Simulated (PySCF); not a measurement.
chloro(ethenylsilyl)silane (C2H7ClSi2), SMILES C=C[SiH2][SiH2]Cl.

Coordinates come from a TPSSh-D3(BJ)/def2-SVP optimisation. One conformer was computed; it need not be the lowest.

Method: SMD-M06-2X/6-31G* (PySCF).

Solvation free energies are E(SMD) − E(gas) at the gas-phase geometry, for 1 M in both phases. In vacuum the dipole moment is 2.95 D.

```
solvent       ΔG(solv) (kcal/mol)  its non-electrostatic (CDS) part  dipole (D)
------------  -------------------  --------------------------------  ----------
water                         1.7                               4.8        3.68
chloroform                    ___                               ___         ___
acetonitrile                 -3.0                               0.0        3.66
```

Q: Complete the blanks. (The exact figures need the calculation; the answer reports its results.)

A: 
- chloroform, ΔG(solv) (kcal/mol): -3.5
- chloroform, its non-electrostatic (CDS) part: -1.3
- chloroform, dipole (D): 3.48
